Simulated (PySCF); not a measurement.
# Sn³⁺: ionisation energy

Sn³⁺ [Kr] 4d10 5s1 [5s1/2^1, M_J = 1/2] → Sn⁴⁺ [Kr] 4d10, as a difference of total energies. Computed with PySCF 2.14 in x2c-TZVPall-2c (8s9p5d2f, 74 functions), with the two-component X2C-1e Hamiltonian. Correlated levels: [Ar] 3d10 frozen; the 6 highest virtual spinors dropped. "Screened" scales the spin-orbit matrix elements by Boettger's factors to mimic the two-electron term; Breit and QED terms are absent.

```tsv
method	ionisation energy (eV)	error (eV)
GMP2 (spin-free)	40.608	-0.132
GHF (screened spin-orbit)	39.316	-1.424
GMP2 (screened spin-orbit)	40.611	-0.129
```

Reference: 40.74 ± 0.04 eV (measured; NIST Atomic Spectra Database, ionization energies).

Errors of the correlated levels include the incompleteness of this basis and the frozen core.
